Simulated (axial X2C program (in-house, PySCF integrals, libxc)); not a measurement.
**YSe⁺: cheaper levels and CCSD(T), 2c**

Calculated with an in-house relativistic program for diatomic molecules. Two-component (2c) means X2C with spin–orbit coupling and atomic mean-field two-electron Coulomb and Gaunt terms. Basis: Y dyall-cv3z [11s12p9d6f3g], Se dyall-cv3z [8s9p6d4f1g] (cores contracted in-house); Gaussian nuclei, density fitting, unrestricted open shells. Masses: Y 88.906 u, Se 79.917 u.

State: Ω = 0 (closed shell); fragments Y+ + Se.

```csv
level,Re (Å),ωe (cm⁻¹)
PBE0,2.343,381.3
HF,2.357,395.4
CCSD,2.383,371.0
M06,2.352,375.7
```

Correlated methods: 8 electrons correlated (number of frozen shells: Y 4 s, 3 p, 1 d; Se 3 s, 2 p, 1 d), 326 virtual spin orbitals or spinors in MP2, 90 natural virtuals in coupled cluster.

CCSD(T), same Hamiltonian and basis:

Re = 2.403 Å, ωe = 352.7 cm⁻¹; T1 = 0.027 (Lee–Taylor normalisation).

Problem. Give the differences from CCSD(T) in the columns below.

Solution. 

```json
{"level": "PBE0", "ΔRe (Å)": "-0.060", "Δωe (cm⁻¹)": "29"}
{"level": "HF", "ΔRe (Å)": "-0.046", "Δωe (cm⁻¹)": "43"}
{"level": "CCSD", "ΔRe (Å)": "-0.020", "Δωe (cm⁻¹)": "18"}
{"level": "M06", "ΔRe (Å)": "-0.051", "Δωe (cm⁻¹)": "23"}
```

Occupations by symmetry block were frozen at the best pattern of an incomplete PBE0 search. The closed shell is kept restricted, so the energy runs too high when the bond is stretched far. De is not given where an atomic determinant may have missed its ground term or J level, or where the truncated virtual space spoils (T). CCSD and (T) use frozen natural virtuals with an MP2 correction for the truncation; (T) itself is uncorrected, so its De runs slightly low. The functionals have no current-density term, which raises determinants with orbital currents, atoms included. The outer-core s and p shells of the metal are frozen in the correlated rows, which leaves out core–valence correlation; for alkali and alkaline-earth bonds that tends to lengthen them. The T1 diagnostic is large, a sign of multireference character. The stretched end of a curve changes character and is left out. With the outer-core shells frozen, correlated bond lengths of heavy atoms tend to come out a few hundredths of an ångström too long.
